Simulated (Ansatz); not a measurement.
# doublet Cl: levels of theory in one basis

A single Cl atom.

Basis set: STO-3G (spherical functions). Correlated methods keep 5 orbitals frozen. Correlation on ROHF uses semicanonical orbitals with singles. Charge 0, multiplicity 2.

Computed with Ansatz (development build ahead of 0.2.0); each method stands on the lowest determinant of its kind that the runs found.

| method | E − E(ROHF) (eV) | <S²> of the determinant |
| --- | --- | --- |
| ROHF | 0.00 | 0.75 |
| ROHF-MP2 | 0.00 | – |
| ROHF-CCSD(T) | 0.00 | – |

**Question.** Is a single determinant a sound starting point here?

**Answer.** By this sign, yes. Unrestricted orbitals gain 0.00 eV and <S²> is 0.75 against 0.75 for a pure state.
